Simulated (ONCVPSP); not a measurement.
# What one change does to a pseudopotential (osmium (Os), ONCV)

```
Element                 : Os (Z = 76)
Generator               : ONCVPSP 4.0.1
Type                    : optimised norm-conserving Vanderbilt (ONCV)
Functional              : PBE
Relativity              : fully relativistic
Frozen core             : [Kr] 4d10 4f14
Valence charge          : 16
Reference configuration : 5s2 5p6 5d6 6s1 (charge +1)
Partial waves           : 5s+6s: rc 1.75 bohr, ncon 4, nbas 7, qcut 7.3 1/bohr, 2 projectors; 5p: rc 1.55 bohr, ncon 3, nbas 8, qcut 6.8 1/bohr, 1 projector; 5d: rc 2.45 bohr, ncon 4, nbas 8, qcut 7.8 1/bohr, 2 projectors, debl 2.9 Ha
Local potential         : polynomial inside 1.05 bohr (lpopt 5, dvloc0 1 Ha)
Core correction         : Teter function, fcfact 2, rcfact 1.45
```

Open shells are filled in proportion to 2j + 1.

All-electron outer shells of the reference configuration (PBE, scalar-relativistic, ld1.x):

```
shell  level (eV)  outermost node (bohr)  outermost maximum (bohr)
   5s      -99.60                   0.51                      0.91
   4f      -60.01                      –                      0.40
   5p      -58.92                   0.55                      1.03
   5d      -14.14                   0.60                      1.36
   6s      -13.14                   1.20                      2.39
```

Change: all radii but the core radius scaled by about 1.06 (s 1.86, p 1.64, d 2.60 bohr); local potential polynomial inside 1.12 bohr (lpopt 5, dvloc0 1 Ha).

Cutoffs: the cutoffs (Ha) at which the residual kinetic energy of the hardest occupied pseudo-wave falls to 1 and 0.1 mHa per electron; they do not see the model core or the augmentation charge, which bear on the density cutoff. Errors are all-electron minus pseudo energies relative to the spin-unpolarised reference configuration.

Predict the effect on cutoff, ghosts and configuration errors.

The potential gets neither clearly harder nor softer (18 Ha and 23 Ha → 17 Ha and 21 Ha); a bound ghost appears in d, which as a rule spoils a file; of the 4 tests that both files solve, the error grows in 3 and shrinks in 0 by more than 15 % and 0.3 meV (median size 2.4 → 3.5 meV). More of the atom is replaced by a form fitted at one configuration, so other configurations suffer.

```tsv
quantity	base	changed
cutoff, loose	18 Ha	17 Ha
cutoff, tight	23 Ha	21 Ha
loose cutoff by channel	s 18 Ha, p 14 Ha, d 17 Ha	s 17 Ha, p 15 Ha, d 15 Ha
bound ghosts	none	d5/2
GHOST(+) flags under 300 eV	s at 66.7 eV	s at 97.7 eV
error for 5s2 5p6 5d6 6s2, meV [ΔE -9.59 eV]	-0.9	-1.0
error for 5s2 5p6 5d6 6s0, meV [ΔE 16.92 eV]	-1.2	-2.0
error for 5s2 5p6 5d5 6s0, meV [ΔE 45.76 eV]	+3.6	+5.0
error for 5s2 5p5 5d6 6s2, meV [ΔE 48.09 eV]	-70	-91
rms error of d²Exc/dni dnj with the model core, mHa	4.80	4.85
```

 A true bound ghost makes a file unfit for plane-wave use even where its test errors are small: the radial tests pick states by their node count and pass the ghost by.
